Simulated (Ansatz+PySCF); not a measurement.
The numbers below are computed, except where a source is named.
Input for Ansatz (development build ahead of 0.2.0):

```yaml
crystal:
  periodic: [false, false, false]
  atoms:
    - { symbol: Cl, position_ang: [0.0, 0.0, 0.0] }
basis:
  gaussian: { orbitals: def2-SVP }
total_charge: -1
magnetization:
  spin_polarized: true
hamiltonian:
  xc: r2scan
scf:
  omitted_lower_state_checks: [starts, atomic_configurations, cluster_reference, orbital_swaps, given_window_search, neighbouring_geometries, increment]
```

The input is written out in the form of the current development build from the run's settings.

Output:

| Quantity | Value |
| --- | --- |
| Converged | yes |
| Total energy | -460.05315 hartree |
| Stability test | minimum |

Caution: no diffuse functions for an anion.
